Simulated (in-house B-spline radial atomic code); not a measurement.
# RPA and G0W0 on HSE06: Te VII (Te6+)

Configuration [Kr] 4d10, mean-field start HSE06. Computed with a B-spline radial code for spherical atoms: all electrons, scalar-relativistic (spin-free one-electron X2C), finite nucleus, each spin shell either full or empty, empty states to l = 9 with an (l + 1/2)⁻⁴ tail; G0W0 by contour deformation at full frequency.

Command:
```bash
python run_gw.py task.json out
```
Settings (radii: box in bohr, nucleus in fm):
```
Z                        52
electrons                46
configuration            [Kr] 4d10
hamiltonian              x2c
method                   hse06
lmax                     9
rms_radius               4.7423
spin_polarised           False
box_radius               9.29
intervals                66
```

Cost of the run: 4.4 s on 1 thread of Arm Neoverse N1, on a shared host.

Energies (hartree):

```
                                     term        value
                         mean-field total  -6785.23348
Hartree-Fock functional on these orbitals  -6783.05732
                      direct second order      -4.0332
                    second-order exchange       1.1196
                         SOSEX correction        1.057
```

**Question.** What is the RPA correlation energy, and what remains with SOSEX?

**Answer.** RPA gives -3.623 hartree (-2.14 eV per electron); RPA + SOSEX gives -2.5659, and the second-order doubles -2.9136 hartree (no singles). SOSEX takes back 29 % of the RPA value.

Quasi-particle levels (eV):

| level | occupied | mean field | Σx - vxc | Σc | QP weight | G0W0 |
| --- | --- | --- | --- | --- | --- | --- |
| 4d | yes | -116.46 | -8.63 | ? | ? | ? |
| 5s | no | -75.66 | 6.93 | -2.15 | 0.983 | -70.88 |

G0W0 = mean field + (Σx - vxc) + Σc, with Σc (partial-wave tail included) taken at the quasi-particle energy. Only the outer levels were computed. Levels of low weight are left out.

**Question.** Where does G0W0 put 4d?

**Answer.** At -125.05 eV, with Σc = 0.04 eV and a quasi-particle weight of 0.965. The tabulated removal energy is 124.2 ± 0.06 eV (NIST, measured); the calculation leaves out spin-orbit coupling, Breit and QED terms, and what these don't explain is the method's own error.
